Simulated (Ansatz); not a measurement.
Start from `C[Si](O)(O)[SiH3]` and change one atom or group to get `C=C[Si](O)(O)[SiH3]`.

Ansatz, PBE0-D4/def2-TZVP geometries, multiplicity 1. Each molecule was computed in one conformer, which needn't be the lowest.

| property | `C[Si](O)(O)[SiH3]` |
| --- | --- |
| HOMO–LUMO gap (PBE/def2-TZVPP) / eV | 5.74 |
| HOMO energy (B3LYP/def2-TZVPP) / eV | -7.32 |
| size of the dipole moment (B3LYP/def2-TZVPP) / D | 2.55 |
| HOMO–LUMO gap (ωB97M-V/def2-TZVPP) / eV | 11.49 |
| HOMO energy (PBE0/def2-TZVPP) / eV | -7.51 |
| HOMO energy (PBE/def2-TZVPP) / eV | -6.28 |

Give the same properties after the change, and the shifts. (Estimate.)

The calculation gave: 
| property | `C=C[Si](O)(O)[SiH3]` | shift |
| --- | --- | --- |
| HOMO–LUMO gap (PBE/def2-TZVPP) / eV | 4.72 | -1.02 |
| HOMO energy (B3LYP/def2-TZVPP) / eV | -7.44 | -0.12 |
| size of the dipole moment (B3LYP/def2-TZVPP) / D | 1.27 | -1.28 |
| HOMO–LUMO gap (ωB97M-V/def2-TZVPP) / eV | 10.83 | -0.66 |
| HOMO energy (PBE0/def2-TZVPP) / eV | -7.63 | -0.12 |
| HOMO energy (PBE/def2-TZVPP) / eV | -6.48 | -0.20 |

With PBE0 the HOMO falls by 0.12 eV and the LUMO falls by 1.15 eV, so the gap narrows by about 1.03 eV. PBE moves the HOMO by -0.20 eV and ωB97M-V by -0.10 eV. Dipoles are sizes alone; their direction can turn.

B3LYP here is the variant with VWN-RPA as its local correlation; programs differ in this.
